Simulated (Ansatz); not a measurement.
Au4⁻, relaxed as a doublet with UKS PBE0-D4/def2-SVPD in Ansatz, starting from the GFN2-xTB geometry. Force threshold 0.02 eV/Å.

In the def2 sets Au takes a core potential; there is no spin–orbit coupling. The relaxation made no stability test and no search for a lower SCF solution. The structure comes from a short search, and lower isomers may exist.

Start:

```csv
atom,x (Å),y (Å),z (Å)
Au1,-0.419,1.231,-0.428
Au2,1.690,-2.441,2.338
Au3,-1.575,2.254,-2.536
Au4,0.304,-1.044,0.626
```

Q: Estimate the energy that the relaxation releases and the steps that it takes.

A: 4.4 kJ/mol, in 5 steps; 19 s on 4 threads of Arm Neoverse V2 on a shared host. No frequencies were taken in this run, so the end may be a saddle point.

Q: Does the start keep its bonding?

A: By distances, no bond broke or formed. The bond that changes most is Au1–Au4, from 2.61 to 2.65 Å (atoms count from 1).

Q: Predict the relaxed structure.

A: 
```xyz
4

Au   -0.5228    1.0317   -0.6501
Au    1.6490   -2.5076    2.4899
Au   -1.6494    2.4869   -2.5060
Au    0.5232   -1.0111    0.6663
```
Bond lengths (bridged metal pairs left out): 3 × Au–Au 2.61 to 2.65 Å.
